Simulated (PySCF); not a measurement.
# Ionisation energy of In by level of theory

In [Kr] 4d10 5s2 5p1 [5p1/2^1, M_J = 1/2] → In⁺ [Kr] 4d10 5s2, as a difference of total energies. Computed with PySCF 2.14 in x2c-SVPall-2c with one added diffuse shell each of s, p type (7s9p4d, 54 functions), with the two-component X2C-1e Hamiltonian. Correlated levels: [Ar] 3d10 frozen; the 6 highest virtual spinors dropped. "Screened" scales the spin-orbit matrix elements by Boettger's factors to mimic the two-electron term; Breit and QED terms are absent.

```
                    method  ionisation energy (eV)
           GHF (spin-free)                   5.202
          GMP2 (spin-free)                   5.372
 GHF (screened spin-orbit)                   5.389
GMP2 (screened spin-orbit)                   5.559
```

Q: How much does correlation contribute at GMP2 (screened spin-orbit)?

A: 5.559 − (5.389) = 0.170 eV, measured against GHF (screened spin-orbit).

The spin-free rows lack the spin-orbit shift.

Errors of the correlated levels include the incompleteness of this basis and the frozen core.

For comparison: 5.786 eV (measured; NIST Atomic Spectra Database, ionization energies).
